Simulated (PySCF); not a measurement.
Löwdin shares of the frontier orbitals

Compound: C3H7ClOSi2.
Structure used (GFN2-xTB), in Å, numbered top down from 1:
```xyz
14
C3H7ClOSi2 angstrom
O      4.119    0.347    0.029
C      3.103   -0.127   -0.297
C      1.970   -0.666   -0.629
Cl     1.916   -1.502   -2.168
C      0.699   -0.573    0.149
Si    -0.622    0.515   -0.729
Si    -2.560    0.483    0.533
H      0.313   -1.581    0.310
H      0.932   -0.156    1.130
H     -0.794   -0.016   -2.085
H      0.000    1.838   -0.877
H     -3.193   -0.838    0.558
H     -2.335    0.856    1.933
H     -3.551    1.418   -0.002
```

Theory: TDDFT CAM-B3LYP/def2-SVPD, vertical, gas phase, core orbitals frozen in the response in PySCF 2.14.0, density-fitted response routines.

Kohn–Sham orbitals with the atoms that hold most of them (Löwdin shares over 4%, at most four atoms; ? is withheld):

```csv
orbital,ε (eV),atoms
LUMO+2,0.98,"Si7 45%, Si6 17%, H12 10%, H13 8%"
LUMO+1,0.70,"Si6 20%, Si7 13%, C2 12%, C5 9%"
LUMO,-0.88,?
HOMO,?,"C3 30%, O1 19%, C2 18%, Cl4 17%"
HOMO-1,-10.04,?
HOMO-2,-10.74,"Cl4 66%, C3 7%, Si6 7%, H10 5%"
HOMO-3,-10.92,"Cl4 23%, Si6 19%, C5 16%, H11 15%"
```

(1) Give the leading atoms of the LUMO.

(2) Give the leading atoms of the HOMO-1.

(3) What is the HOMO energy, and the HOMO–LUMO gap?

## Answers

(1) C2 (bonded to C and O) 33%; O1 (bonded to C) 27%; Cl4 (bonded to C) 20%; C3 (bonded to 2 C and Cl) 12%. By element: carbon 45% or more, oxygen 27%, chlorine 20%.

(2) Si7 (bonded to Si and 3 H) 32%; Si6 (bonded to C, Si and 2 H) 30%; Cl4 (bonded to C) 7%; C5 (bonded to C, Si and 2 H) 6%. By element: silicon 61%, chlorine 7%, carbon 6% or more.

(3) ε(HOMO) = -7.93 eV; the gap is 7.06 eV (0.2594 hartree).

Question: The HOMO–LUMO gap is 7.06 eV. Where does the response calculation put the lowest singlet, and from which orbitals?

Answer: S1 is at 2.68 eV (f = 0.0008), 4.37 eV below the gap, made of HOMO→LUMO (96%). 

Question: Give energy, strength and leading configuration of S1 and S2, and follow the Löwdin shares of the leading atoms from the occupied to the empty orbital.

Answer: 
- S1 (2.68 eV, f 0.0008), HOMO→LUMO (96%): C3 30% → 12%, O1 19% → 27%, C2 18% → 33%
- S2 (5.71 eV, f 0.0024), HOMO→LUMO+1 (71%): C3 30% → at most 9%, O1 19% → at most 9%, Si6 at most 17% → 20%, Si7 at most 17% → 13%

One conformer stands for the species.
